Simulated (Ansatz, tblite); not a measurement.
Removing and adding an electron: Sn₂H (the lowest doublet isomer of a short search). Charge 0, multiplicity 2. Geometry: r2SCAN-D4/def2-TZVP. Ansatz, gas phase; energy differences of separate SCF runs; the oxidised species is a triplet (the singlet lies 0.49 eV higher at PBE0-D4/def2-TZVP); the reduced species is a singlet (the triplet lies 1.03 eV higher at PBE0-D4/def2-TZVPD).

```csv
atom,x (Å),y (Å),z (Å)
Sn1,-1.170,0.180,0.838
Sn2,0.946,0.739,-0.814
H3,0.223,-0.919,-0.024
```

In the def2 sets Sn takes a core potential; there is no spin–orbit coupling. The xTB rows come from tblite. Correlated methods freeze 8 core orbitals; core or outer-core shells of Sn are correlated, in sets that lack core-valence functions. The structure comes from a short search, and lower isomers may exist.

Question: Estimate orbital energies and vertical ionisation energies and electron affinities at: GFN1-xTB; GFN2-xTB; PBE-D4/def2-TZVP; PBE-D4/def2-TZVPD; r2SCAN-D4/def2-TZVP; r2SCAN-D4/def2-TZVPD; PBE0-D4/def2-TZVP; PBE0-D4/def2-TZVPD; MP2/def2-TZVPD; CCSD/def2-TZVPD; CCSD(T)/def2-TZVPD.

Answer: 
```json
{"level": "GFN1-xTB", "−HOMO (eV)": "–", "vertical IE (eV)": "12.16", "−LUMO (eV)": "–", "vertical EA (eV)": "5.41", "HOMO–LUMO gap (eV)": "–", "IE − EA (eV)": "6.74", "remarks": "–"}
{"level": "GFN2-xTB", "−HOMO (eV)": "–", "vertical IE (eV)": "11.95", "−LUMO (eV)": "–", "vertical EA (eV)": "4.37", "HOMO–LUMO gap (eV)": "–", "IE − EA (eV)": "7.58", "remarks": "–"}
{"level": "PBE-D4/def2-TZVP", "−HOMO (eV)": "4.32", "vertical IE (eV)": "6.91", "−LUMO (eV)": "4.09", "vertical EA (eV)": "–", "HOMO–LUMO gap (eV)": "0.23", "IE − EA (eV)": "–", "remarks": "–"}
{"level": "PBE-D4/def2-TZVPD", "−HOMO (eV)": "4.35", "vertical IE (eV)": "–", "−LUMO (eV)": "4.11", "vertical EA (eV)": "1.83", "HOMO–LUMO gap (eV)": "0.24", "IE − EA (eV)": "–", "remarks": "HOMO above zero (-1 singlet), restricted SCF unstable in HF (-1 singlet)"}
{"level": "r2SCAN-D4/def2-TZVP", "−HOMO (eV)": "4.51", "vertical IE (eV)": "6.92", "−LUMO (eV)": "3.86", "vertical EA (eV)": "–", "HOMO–LUMO gap (eV)": "0.65", "IE − EA (eV)": "–", "remarks": "–"}
{"level": "r2SCAN-D4/def2-TZVPD", "−HOMO (eV)": "4.54", "vertical IE (eV)": "–", "−LUMO (eV)": "3.88", "vertical EA (eV)": "1.82", "HOMO–LUMO gap (eV)": "0.65", "IE − EA (eV)": "–", "remarks": "HOMO above zero (-1 singlet), restricted SCF unstable in HF (-1 singlet)"}
{"level": "PBE0-D4/def2-TZVP", "−HOMO (eV)": "5.11", "vertical IE (eV)": "6.93", "−LUMO (eV)": "3.33", "vertical EA (eV)": "–", "HOMO–LUMO gap (eV)": "1.79", "IE − EA (eV)": "–", "remarks": "–"}
{"level": "PBE0-D4/def2-TZVPD", "−HOMO (eV)": "5.14", "vertical IE (eV)": "–", "−LUMO (eV)": "3.35", "vertical EA (eV)": "1.78", "HOMO–LUMO gap (eV)": "1.79", "IE − EA (eV)": "–", "remarks": "restricted SCF unstable in HF (-1 singlet)"}
{"level": "MP2/def2-TZVPD", "−HOMO (eV)": "–", "vertical IE (eV)": "–", "−LUMO (eV)": "–", "vertical EA (eV)": "2.01", "HOMO–LUMO gap (eV)": "–", "IE − EA (eV)": "–", "remarks": "restricted SCF unstable (-1 singlet)"}
{"level": "CCSD/def2-TZVPD", "−HOMO (eV)": "–", "vertical IE (eV)": "–", "−LUMO (eV)": "–", "vertical EA (eV)": "1.77", "HOMO–LUMO gap (eV)": "–", "IE − EA (eV)": "–", "remarks": "restricted SCF unstable (-1 singlet)"}
{"level": "CCSD(T)/def2-TZVPD", "−HOMO (eV)": "–", "vertical IE (eV)": "–", "−LUMO (eV)": "–", "vertical EA (eV)": "1.94", "HOMO–LUMO gap (eV)": "–", "IE − EA (eV)": "–", "remarks": "restricted SCF unstable (-1 singlet)"}
```

Run but left out: HF/def2-TZVPD (charge -1 singlet: restricted singlet, unstable towards broken spin symmetry).   A HOMO above zero means that the electron is unbound at that level or that self-interaction error raises the level; the energy of removing that electron tells which. HOMO and LUMO are the levels of the spin that leaves or enters (xTB has no such levels and no spin-polarisation term). Other spin states of the ions may lie lower, which would lower the ionisation energy or raise the affinity. Raw xTB energy differences between charge states are shifted by several eV; the methods need an empirical correction for them.
